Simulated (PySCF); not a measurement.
Correlation energy of Al (aluminium, neutral)

[Ne] 3s1 3p2, high-spin 4P determinant (an excited configuration). Computed with PySCF 2.14 in dyall-acv3z (19s12p6d4f, 113 functions), with the spin-free X2C one-electron Hamiltonian (Gaussian nucleus). Frozen: [Ne]; 3 electrons correlated; the 22 highest virtual orbitals of each spin left out.

MP2 pair energies summed by pair of shells (mhartree):

```json
{"pair": "3p-3p", "energy": "-5.43", "share (%)": "58.1"}
{"pair": "3s-3p", "energy": "-3.92", "share (%)": "41.9"}
```

Total MP2 correlation energy: -9.35 mhartree.

Same-spin part -9.35 and opposite-spin part 0.00 mhartree; SCS-MP2 scales them by 1/3 and 6/5 to -3.12 mhartree.
